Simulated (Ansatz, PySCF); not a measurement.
Reaction R1 → P1 + P2, each structure at its B3LYP-D3(BJ)/def2-TZVP stationary point, reached from a drawn start (curvature not checked).
R1, C4H11As (SMILES CC(C)(C)[AsH2]) (charge 0, multiplicity 1, Z-matrix in Å and degrees):
```
C
C 1 1.5266
H 2 1.0908 1 111.53
H 2 1.0908 3 108.00 1 122.88
H 2 1.0960 3 107.82 4 116.26
C 1 1.5300 2 110.32 3 -58.61
H 6 1.0918 1 111.73 2 179.57
H 6 1.0920 7 108.09 1 123.16
H 6 1.0947 7 107.71 8 115.98
C 1 1.5300 2 110.32 3 179.44
H 10 1.0918 1 111.73 2 -179.57
H 10 1.0920 11 108.09 1 -123.16
H 10 1.0947 11 107.71 12 -115.98
As 1 2.0217 2 111.85 3 60.42
H 14 1.5279 1 95.45 2 46.30
H 14 1.5279 15 92.06 4 77.23
```
P1: AsH (SMILES [AsH]), charge 0, multiplicity 3.
P2: C4H10 (SMILES CC(C)C), charge 0, multiplicity 1.

P less R. No zero-point or thermal terms; singlets are restricted closed shells; open shells are unrestricted; no spin–orbit coupling.

Cores are frozen in the correlated methods. In cc and def2 sets filled d and f shells under p-block atoms count as core.

Codes used: Ansatz (Gaussian orbitals); PySCF for the D3/D4 terms. No computed number here is a measurement.

Question: One of these levels gives 123.7 kJ/mol for the reaction energy. Which?
(A) B2PLYP/def2-TZVPP
(B) CCSD(T)/cc-pVDZ
(C) PBE-D4/def2-TZVPP
(D) CAM-B3LYP-D3(BJ)/def2-TZVPP

Answer: D, CAM-B3LYP-D3(BJ)/def2-TZVPP. The others give 144.2 (PBE-D4/def2-TZVPP), 113.7 (B2PLYP/def2-TZVPP), 96.0 (CCSD(T)/cc-pVDZ)

Ansatz is a first-principles code.
